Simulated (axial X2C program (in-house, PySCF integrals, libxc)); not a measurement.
TeH: a run with one poor setting

Calculated with an in-house all-electron X2C program for linear molecules (integrals from PySCF). Two-component (2c) means X2C with spin–orbit coupling and atomic mean-field two-electron Coulomb and Gaunt terms. Basis: Te dyall-v3z [11s12p8d1f], H dyall-v3z [6s2p1d] (cores contracted in-house); Gaussian nuclei, density fitting, unrestricted open shells. Masses: Te 129.906 u, H 1.008 u.

One setting of this run was spoiled on purpose, so its numbers are not properties of TeH. Level: PW91, with spin–orbit coupling; state Ω = 3/2 (⟨Sz⟩ = 0.50, ⟨Lz⟩ = 1.00 at PW91).

| R (Å) | E − E(lowest point) (eV) | SCF iterations |
| --- | --- | --- |
| 1.577 | 0.8274 | 9 |
| 1.650 | 0.4777 | 8 |
| 1.704 | 0.2746 | 8 |
| 1.759 | 0.1271 | 8 |
| 1.813 | 0.0368 | 8 |
| 1.877 | 0.0000 | 9 |
| 1.940 | 0.0279 | 9 |
| 2.022 | 0.1390 | 9 |
| 2.121 | 0.3535 | 10 |
| 2.266 | 0.7367 | 11 |

Fit: Re 1.879 Å, ωe 2085.6 cm⁻¹, residual 1.1 microhartree, De 2.09 eV.

Output at the reference distance:

```
two-component X2C + atomic mean field  PW91
basis functions 111  fitting functions 286  grid points 5073
iter        total energy     max residual
   1      -6792.908314372     1.18e-01
   2      -6792.910963837     7.39e-03
   3      -6792.910839529     7.06e-03
   4      -6792.911395813     8.97e-04
   5      -6792.911395994     9.15e-04
   6      -6792.911406493     4.55e-05
   7      -6792.911406523     1.57e-05
   8      -6792.911406524     2.47e-06
converged
one-electron -9341.62723767  Coulomb 2715.97786101  exact exchange 0.00000000  xc functional -178.39518703  nuclear repulsion 15.17772475  atomic mean-field constant -4.04456759
```

Question: Which setting was spoiled?
A. too few iterations allowed
B. density fitting set too sparse
C. virtual space cut too low
D. an excited determinant was followed
E. integration grid too coarse

Answer: B. Density fitting set too sparse: ratio 6 between fitting exponents against the usual 2.
